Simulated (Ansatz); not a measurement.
Total energies of the cluster Au4 from Ansatz at PBE0-D4/def2-TZVP, gas phase (1 Eh = 27.2114 eV = 2625.5 kJ/mol). The reference geometry is relaxed at PBE-D4/def2-SVP.

Cartesian coordinates in Å:
```
Au -0.2096 0.6508 -1.1414
Au 0.0211 -2.0640 -1.1808
Au 0.2088 -0.6507 1.1414
Au -0.0204 2.0639 1.1808
```

| state | geometry | energy (Eh) |
| --- | --- | --- |
| charge 0 singlet | reference | -543.00575 |
| charge 1 doublet | reference | -542.72313 |
| charge 0 triplet | relaxed at PBE-D4/def2-SVP | -542.97975 |
| charge 0 quintet | relaxed at PBE-D4/def2-SVP | -542.88872 |
| free Au atom (doublet) | – | -135.70229 |

In the def2 sets Au takes a core potential; there is no spin–orbit coupling.

(1) Work out the vertical ionisation energy to the doublet.

(2) Which of the charge 0 states is lowest, and how far above it are the others?

(3) What is the binding energy per atom against free atoms?

(1) E(charge 1 doublet) − E(charge 0 singlet) = -542.72313 − (-543.00575) = 0.28262 Eh = 7.69 eV. For comparison, −ε of the highest occupied level is 6.06 eV at this level, 1.63 eV less.

(2) The singlet. triplet: -542.97975 − (-543.00575) = 0.02600 Eh = 68.3 kJ/mol; quintet: -542.88872 − (-543.00575) = 0.11703 Eh = 307.3 kJ/mol. The triplet differs in its bonds from the reference. The quintet differs in its bonds from the reference.

(3) Atoms: 4 × (-135.70229) = -542.80916 Eh. Binding: -542.80916 − (-543.00575) = 0.19659 Eh = 5.35 eV, or 1.34 eV for each of 4 atoms (no zero-point energy, no counterpoise term).

The structure comes from a short search, and lower isomers may exist.
